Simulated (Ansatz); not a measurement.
Reactions of `CC(C)O[SiH3]`.

Isolated molecules relaxed with PBE0-D4/def2-TZVP in Ansatz; ΔE leaves out vibrations. CCSD(T)/CBS is the MP2 limit (def2-TZVPP, def2-QZVPP) plus CCSD(T) − MP2 in def2-TZVPP, frozen cores. This one scheme is used for every species. Functionals use def2-TZVPP. def2 core potentials past Kr. For Cd, Sn outer-core shells are correlated without core-valence functions, which leaves a few kJ/mol of doubt a bond. Each species was taken in one conformer, which may not be the lowest.

```csv
reaction,CCSD(T)/CBS(def2) (eV)
`CC(C)O[SiH3]` + `CC(=N)O` → `C/N=C(\C)O` + `CCO[SiH3]`,0.50
`CC(C)O[SiH3]` + `[SiH2]` → `CC(C)[SiH]` + `O[SiH3]`,-0.57
`CC(C)O[SiH3]` + `CO[SiH](O)F` → `CO[SiH](F)OC` + `CCO[SiH3]`,0.75
`CC(C)O[SiH3]` + `CC(C)[O][Cd][OH]` → `CC(C)[O][Cd][O]C(C)C` + `O[SiH3]`,?
`CC(C)O[SiH3]` + `[OH][SnH2][SH]` → `C[O][SnH2][SH]` + `CCO[SiH3]`,0.82
```

Task: Fill in the missing values. (Best estimate.)

Result: The calculation gave: `CC(C)O[SiH3]` + `CC(C)[O][Cd][OH]` → `CC(C)[O][Cd][O]C(C)C` + `O[SiH3]`: -0.02 eV.

Largest T1 diagnostic: 0.016, for `CC(C)[O][Cd][OH]`.
